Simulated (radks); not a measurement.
The numbers below are computed, except where a source is named.
The palladium ion Pd8+ is in [Kr] 4d2. Code: a radial shooting solver on a logarithmic mesh with Libxc functionals. Model: scalar-relativistic Kohn-Sham, r2SCAN, spin-polarised, spherical densities, finite nucleus; meta-GGA in the generalised Kohn-Sham scheme; Fermi nuclear charge, rms radius of each element as measured or else 0.836 A^(1/3) + 0.57 fm. Open shells are filled with parallel spins first. One electron is removed from 4d, 3d, 4s, 4p in turn, with full relaxation. Which removal costs least, and what does each cost?

Answer. 4d 140.81 eV; 4p 195.43 eV; 4s 233.64 eV; 3d 499.55 eV. The 4d electron leaves first.
